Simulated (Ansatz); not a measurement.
One change: `C=CCO[SiH3]` becomes `[SiH3]OCCCl`.

Ansatz, PBE0-D4/def2-TZVP geometries, multiplicity 1. Each molecule was computed in one conformer, which needn't be the lowest.

```csv
property,`C=CCO[SiH3]`
size of the dipole moment (B3LYP/def2-TZVPP) / D,1.01
LUMO energy (PBE/def2-TZVPP) / eV,-1.18
HOMO–LUMO gap (PBE0/def2-TZVPP) / eV,7.59
LUMO energy (B3LYP/def2-TZVPP) / eV,-0.39
HOMO energy (PBE0/def2-TZVPP) / eV,-7.75
HOMO–LUMO gap (PBE/def2-TZVPP) / eV,5.34
```

What does the change do to each property? (An estimate is asked.)

Ansatz gave: 
```csv
property,`[SiH3]OCCCl`,shift
size of the dipole moment (B3LYP/def2-TZVPP) / D,1.16,0.15
LUMO energy (PBE/def2-TZVPP) / eV,-0.95,0.23
HOMO–LUMO gap (PBE0/def2-TZVPP) / eV,8.43,0.84
LUMO energy (B3LYP/def2-TZVPP) / eV,-0.25,0.14
HOMO energy (PBE0/def2-TZVPP) / eV,-8.46,-0.71
HOMO–LUMO gap (PBE/def2-TZVPP) / eV,5.98,0.64
```

With PBE0 the HOMO falls by 0.71 eV and the LUMO rises by 0.13 eV, so the gap widens by about 0.84 eV. PBE moves the HOMO by -0.41 eV and ωB97M-V by -0.77 eV. Dipoles are sizes alone; their direction can turn.

B3LYP here is the variant with VWN-RPA as its local correlation; programs differ in this.
